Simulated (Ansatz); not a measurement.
`C[CH2][InH][CH](C)C` → 5 C• + 13 H• + In•  (atomization)

Gas-phase electronic energies from Ansatz, PBE0-D4/def2-TZVP geometries. CCSD(T)/CBS is the MP2 limit (def2-TZVPP, def2-QZVPP) plus CCSD(T) − MP2 in def2-TZVPP, frozen cores. This one scheme is used for every species, atoms too. DFT in def2-TZVPP. B3LYP here is the variant with VWN-RPA as its local correlation; programs differ in this. HSE06 is defined as in plane-wave codes. Open shells (•) are unrestricted, without spin–orbit coupling. Spin–orbit coupling would lower the free atoms: a little for C; strongly for In. Elements past krypton have def2 core potentials. Bonds to In are less sure, by a few kJ/mol each and by 10 to 20 or more in all where they break to atoms, as the def2 sets lack core-valence functions. Each species was taken in one conformer, which may not be the lowest.

`C[CH2][InH][CH](C)C`:

Z-matrix (Å, degrees):
```
C
C 1 1.523
H 1 1.096 2 111.8
H 1 1.093 2 111.9 3 -120.0
H 1 1.093 2 112.0 3 120.2
In 2 2.173 1 117.0 3 179.8
H 2 1.096 1 110.7 3 -58.6
H 2 1.095 1 110.9 3 57.8
C 6 2.188 2 124.6 1 5.3
H 6 1.745 2 118.2 1 -174.9
C 9 1.522 6 113.9 2 13.1
C 9 1.524 6 111.0 2 139.8
H 9 1.098 6 103.7 2 -104.5
H 11 1.092 9 112.5 6 -57.6
H 11 1.095 9 111.8 6 63.0
H 11 1.098 9 111.0 6 -178.0
H 12 1.098 9 111.1 6 175.0
H 12 1.095 9 111.7 6 -66.2
H 12 1.093 9 112.4 6 54.5
```

CCSD(T)/CBS gives +6913.7 kJ/mol.

Task: Another level gave +6902.0 kJ/mol. Which?
A. ωB97X-V/def2-TZVPP
B. B3LYP-D4/def2-TZVPP
C. LDA (SPW92)/def2-TZVPP
D. HSE06/def2-TZVPP

Result: D. HSE06 6902.0, B3LYP-D4 6892.8, ωB97X-V 6915.7, LDA (SPW92) 7790.9 kJ/mol.

Largest T1 diagnostic among the species: 0.015.

From BLYP to BHLYP (50 % exact exchange), in def2-TZVPP and without D4, ΔE moves by −41.4 kJ/mol: exact exchange takes away binding that semilocal exchange gives to molecules. Leaving LDA and LC-ωPBE aside and taking each functional with its dispersion term where it has one, the values, not all of them listed here, spread over 227.7 kJ/mol, from BHLYP-D4 to PBE-D4. LDA lies +839.6 kJ/mol from PBE without D4, its usual overbinding. The D4 term adds +62.0 kJ/mol with B3LYP and +33.2 kJ/mol with PBE0; it sums over pairs of atoms, weighted by their polarisabilities, and B3LYP, whose exchange is more repulsive, gets the larger term.

For atomizations the MP2-based limit and the directly extrapolated one differ by several kJ/mol either way, and by 10 to 25 for some Ge, Se and Sn compounds, so smaller differences from it don't rank the levels.
